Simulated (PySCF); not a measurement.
# Stretching SrSi

Set-up: PySCF, scalar-relativistic core potentials, basis sets Sr def2-SVP with ECP28, Si def2-SVP. Energies in eV from Sr + Si in their ground configurations at the same level. State: Ms = 1 determinant of mixed spin (⟨S²⟩ near 2.6), unpaired electrons π ↑↑.

All columns are PBE0. A positive dipole means Sr(−)Si(+).

| R (Å) | E (eV) | μ (D) | Mulliken charge on Sr (basis-dependent) | HOMO (eV) | LUMO (eV) | Mayer bond order | ⟨S²⟩ |
| --- | --- | --- | --- | --- | --- | --- | --- |
| 2.546 | -1.110 | -3.77 | 0.18 | -4.00 | -1.98 | 1.63 | 2.51 |
| 2.665 | -1.406 | -4.12 | 0.23 | -4.10 | -2.04 | 1.54 | 2.53 |
| 2.783 | -1.569 | -4.44 | 0.27 | -4.19 | -2.10 | 1.45 | 2.54 |
| 2.872 | -1.626 | -4.67 | 0.29 | -4.25 | -2.14 | 1.39 | 2.55 |
| 2.961 | -1.641 | -4.89 | 0.31 | -4.31 | -2.19 | 1.33 | 2.56 |
| 3.050 | -1.625 | -5.11 | 0.32 | -4.37 | -2.24 | 1.28 | 2.57 |
| 3.168 | -1.567 | -5.39 | 0.34 | -4.44 | -2.30 | 1.21 | 2.57 |
| 3.316 | -1.457 | -5.71 | 0.35 | -4.53 | -2.38 | 1.14 | 2.57 |
| 3.494 | -1.294 | -6.05 | 0.35 | -4.43 | -2.47 | 1.07 | 2.55 |
| 3.731 | -1.062 | -6.34 | 0.33 | -4.35 | -2.58 | 0.98 | 2.51 |

A fit through these points gives, at Re = 2.956 Å, μ = -4.88 D and dμ/dR = -2.48 D/Å; the reduced mass is 21.22 u.

Question: How strong is the fundamental in the double-harmonic approximation, I = 42.26·(dμ/dR)²/μred km/mol?

Answer: I = 42.26·(-2.48)²/21.22 = 12.2 km/mol at PBE0.

Spin–orbit coupling is left out. The state is the lowest determinant that a PBE0 search found; another state may lie lower at other levels.
